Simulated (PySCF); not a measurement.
C₁₁H₉NSe, SMILES C(=Cc1cnccc1)c1[se]ccc1 at its GFN2-xTB optimised geometry (Å):

```
22

C      0.5004    -0.1764     0.0005
C     -0.8421    -0.2241     0.0004
C     -1.6871     0.9301     0.0000
C     -3.0598     0.9301     0.0000
C     -3.6661     2.2024    -0.0004
C     -2.7964     3.2467    -0.0009
Se    -1.0289     2.6979     0.0000
C      1.4127    -1.2954     0.0010
C      2.7936    -1.0654     0.0010
C      3.6671    -2.1355     0.0014
C      3.1374    -3.4181     0.0017
N      1.8360    -3.6587     0.0017
C      1.0060    -2.6368     0.0013
H      0.9708     0.8050     0.0003
H     -1.3639    -1.1719     0.0007
H     -3.6319     0.0171     0.0004
H     -4.7353     2.3341    -0.0004
H     -3.0479     4.2918    -0.0011
H      3.1671    -0.0503     0.0008
H      4.7353    -1.9810     0.0015
H      3.7752    -4.2918     0.0020
H     -0.0428    -2.9014     0.0013
```

Calculation: PySCF with CAM-B3LYP/def2-SVP.

Map of the log10 of the electron density (e/bohr³), floored at −4 on the plane z = 0.6 Å:

```
|                         |
|                         |
|       .                 |
|     .-=-.               |
|    .-**+---:            |
|    :=#%#+++=-           |
|  .:=+#@%#%%*=:          |
|  :+*#%@%%@@#+:          |
|  -*%%@%#%@@#+:.         |
|  :+#%@%#%%#*==-.        |
|  .-=#%@%@%*+**=:-:.     |
|   .=*%%%%%##%#+=++-     |
|   .=*%#*#%@@@%**##=:    |
|    -+*+=#%%%%%#%%#+-.   |
|    .:--=#%#*#@@@@%*+=:  |
|       .-+*++#@%#%@%#*-  |
|        .-=+#%@#*%@%#+-  |
|         .-*%%@%#%@#+=.  |
|          :+*#%@@@%#=:   |
|           :-+#@%%%#=.   |
|            .-+**+**=.   |
|             .-=--==:    |
|                  ..     |
|                         |
|                         |
```
Scale: ten equal steps from -4.00 (start of ' ') to -0.604 (end of '@'), in the order ' .:-=+*#%@'; x runs from -7.00 to 7.00, y from -7.00 (bottom) to 7.00 (top).
